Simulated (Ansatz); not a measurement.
Reaction: BNH2F (SMILES N[B]F, doublet) → BNH2F (SMILES FB[NH], doublet)
Each species at its own B3LYP-D3(BJ)/def2-TZVP minimum (Ansatz, a first-principles code), one conformer.

Total energies in hartree (Ansatz). Radicals and triplets start from unrestricted determinants; spin-orbit coupling is neglected. Cores are frozen in correlated methods. No relativity.

```tsv
species	HF/cc-pVTZ	CCSD(T)/cc-pVTZ	HF/cc-pVQZ	CCSD(T)/cc-pVQZ	CCSD(T)/cc-pVDZ	CCSDT(Q)/cc-pVDZ
1: BNH2F (SMILES N[B]F, doublet)	-179.85295	-180.42110	-179.86759	-180.47767	-180.23243	-180.23404
2: BNH2F (SMILES [NH]BF, doublet)	-179.84311	-180.40017	-179.85733	-180.45539	-180.21562	-180.21730
```

Question: Work out the isomerisation energy (electronic) in kcal/mol: take Hartree-Fock from cc-pVQZ, extrapolate the CCSD(T) correlation energy as X^-3 (X = 3, 4), and add CCSDT(Q) - CCSD(T) in cc-pVDZ. 1 hartree = 627.51 kcal/mol.

Answer: 
Species 1: correlation (64·(-0.61008) - 27·(-0.56815))/37 = -0.64068; step -0.00161; E1 = -179.86759 + (-0.64068) + (-0.00161) = -180.50988
Species 2: correlation (64·(-0.59806) - 27·(-0.55706))/37 = -0.62798; step -0.00168; E2 = -179.85733 + (-0.62798) + (-0.00168) = -180.48699
-1·E1 +1·E2 = 0.02289 hartree = 14.4 kcal/mol.
